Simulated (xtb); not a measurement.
CH2FNO2Si, SMILES N#CO[Si@@H](O)F. All values are semi-empirical tight-binding results from xtb (GFN2-xTB unless named), good for trends rather than for accurate numbers. The structure is a stationary point at GFN2-xTB. The structure was generated by enumeration; whether it is a known compound was not checked. One conformer was computed; it need not be the lowest.

Optimised geometry:

Bonded distances (Å): N1–C2 1.143, C2–O3 1.257, O3–Si4 1.640, Si4–O5 1.595, Si4–F6 1.601, Si4–H7 1.434, O5–H8 0.955. Bond angles (°): N1–C2–O3 177.9, C2–O3–Si4 139.1, O3–Si4–O5 107.1, O3–Si4–F6 104.8, O3–Si4–H7 113.7, O5–Si4–F6 110.9, O5–Si4–H7 108.9, F6–Si4–H7 111.3, Si4–O5–H8 125.7.

Computed properties:
| Item | Value |
|---|---|
| orbital gap | 6.43 eV |
| dipole moment | 4.40 D |
| zero-point energy | 23.6 kcal/mol |
| G − E(el) at 298.15 K (modified RRHO) | 3.5 kcal/mol |
| static polarisability (D4 model) | 59.3 bohr³ |
| solvation energy, GFN2-xTB/ALPB(water) | -9.9 kcal/mol |
| solvation energy, GFN2-xTB/ALPB(ch2cl2) | -5.6 kcal/mol |

Task: Give the atomic charges and the Wiberg bond orders between heavy atoms. (The exact figures need the calculation; the answer reports its results.)

Result: charges (e) N1 -0.29, C2 0.26, O3 -0.26, Si4 0.66, O5 -0.44, F6 -0.26, H7 -0.01, H8 0.34. Bond orders N1–C2 2.68, C2–O3 1.23, O3–Si4 0.96, Si4–O5 1.25, Si4–F6 1.08.
